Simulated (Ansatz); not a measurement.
Computed with Ansatz on PBE0-D4/def2-TZVP structures; ΔE is electronic, products minus reactants. CCSD(T)/CBS is the MP2 limit (def2-TZVPP, def2-QZVPP) plus CCSD(T) − MP2 in def2-TZVPP, frozen cores. This one scheme is used for every species. Double bonds are as drawn, so ΔE can hold a change between cis and trans. Functionals use def2-TZVPP. B3LYP here is the variant with VWN-RPA as its local correlation; programs differ in this. One conformer a species, not always the lowest.

`O/C=C(\Cl)[SiH2]O` + H₂S → `O/C=C(/S)Cl` + silanol  (substitution at a C–Si bond)

Question: Is it downhill or uphill in electronic energy at CCSD(T)/CBS, and by how much? (An estimate is asked.)

Answer: Ansatz gave: Uphill: ΔE = +0.72 eV.

Question: What do these levels give: PBE-D4, PBE0-D4, B3LYP-D4, ωB97X-V, B2PLYP, PBE, r2SCAN, PBE0, B3LYP, HF/def2-TZVPP, CCSD/def2-TZVPP, MP2/def2-QZVPP? (An estimate is asked.)

Answer: Ansatz gave: PBE-D4 0.63, PBE0-D4 0.67, B3LYP-D4 0.68, ωB97X-V 0.68, B2PLYP 0.67, PBE 0.61, r2SCAN 0.68, PBE0 0.65, B3LYP 0.65, HF/def2-TZVPP 0.73, CCSD/def2-TZVPP 0.73, MP2/def2-QZVPP 0.69 eV.

Largest T1 diagnostic among the species: 0.013.

From PBE to PBE0 (25 % exact exchange), in def2-TZVPP and without D4, ΔE moves by +0.04 eV.
